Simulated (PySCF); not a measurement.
Delta-SCF ions had no search for a lower state. Excitations are Tamm–Dancoff values on a coarser integration grid. The basis has no diffuse functions, so Rydberg states are missing or too high.

Cartesian coordinates (Å):
```xyz
19

In     0.1595     0.1322    -0.3201
C     -0.3516    -1.5434    -1.6528
H     -1.4435    -1.6479    -1.7514
H      0.0611    -2.4897    -1.2693
H      0.0654    -1.3745    -2.6590
C     -1.0573     1.9655    -0.3785
H     -2.1237     1.7236    -0.5100
H     -0.7483     2.6051    -1.2213
H     -0.9382     2.5463     0.5496
C      2.1403     0.1813     0.6388
H      2.1307     0.8315     1.5277
H      2.8962     0.5736    -0.0608
H      2.4529    -0.8298     0.9436
C     -2.2388    -1.8387     3.7596
C     -1.5572    -1.2775     2.6025
N     -1.0169    -0.8332     1.6838
H     -2.4499    -1.0463     4.4931
H     -1.6069    -2.6049     4.2332
H     -3.1881    -2.3003     3.4491
```
Charge 0, multiplicity 1.

Problem. Give the S1 oscillator strength, dipole moment, vertical ionisation energy (Delta-SCF), HOMO, LUMO, T1 excitation (TDA), brightest of the four lowest singlets (TDA) and S1 excitation (TDA) at the level ωB97X-D3(BJ)/def2-TZVP // B3LYP-D3(BJ)/def2-SVP (PySCF 2.14.0).

Solution. 
| Item | Value |
|---|---|
| S1 oscillator strength | 0.078 |
| dipole moment | 1.411 e·Å |
| vertical ionisation energy (Delta-SCF) | 8.30 eV |
| HOMO | -8.58 eV |
| LUMO | 1.88 eV |
| T1 excitation (TDA) | 5.71 eV |
| brightest of the four lowest singlets (TDA) | 6.78 eV |
| S1 excitation (TDA) | 6.20 eV |
